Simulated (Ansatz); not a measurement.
System: CH8OSi2, charge 0, multiplicity 1. SMILES: C[SiH2]O[SiH3]
Coordinates optimised at B3LYP-D3(BJ)/def2-TZVP (Ansatz, an electronic-structure program):
```xyz
12

C      2.4724    -0.1402     0.4071
Si     0.9669    -0.0118    -0.6795
O     -0.3766     0.0046     0.2655
Si    -2.0075     0.0786     0.3555
H      2.4476    -1.0560     1.0007
H      2.5327     0.7084     1.0912
H      3.3813    -0.1529    -0.1993
H      1.0077     1.2341    -1.4851
H      0.8918    -1.1671    -1.6082
H     -2.3986     0.0244     1.7806
H     -2.4995     1.3419    -0.2437
H     -2.6156    -1.0638    -0.3671
```
Charge 0, spin multiplicity 1.

Wanted: vertical triplet-singlet gap (E(triplet) - E(singlet); each state is the SCF solution reached for its spin; for the triplet T1 is 0.066), in kJ/mol. Correlated levels leave the core frozen unless marked. UHF or UKS for open shells. No spin-orbit coupling. Non-relativistic. CBS marks a two-point X^-3 extrapolation of the correlation energy; Hartree-Fock from the larger set. [CCSD(T)-MP2]/basis is that difference in the basis named.

RI-MP2/CBS(aug-cc-pV(T+d)Z,aug-cc-pV(Q+d)Z)+[CCSD(T)-MP2]/aug-cc-pV(T+d)Z (Ansatz) gives 717.7 kJ/mol.

Another calculation gave 707.7 kJ/mol. Which level was it?
A. wB97M-V/def2-TZVPD (Ansatz)
B. PBE0/def2-TZVPD (Ansatz)
C. B2PLYP/def2-TZVPD (Ansatz)
D. PBE/def2-TZVPD (Ansatz)

A, wB97M-V/def2-TZVPD (Ansatz). The others give 653.0 (PBE0), 694.1 (B2PLYP), 590.3 (PBE) kJ/mol.
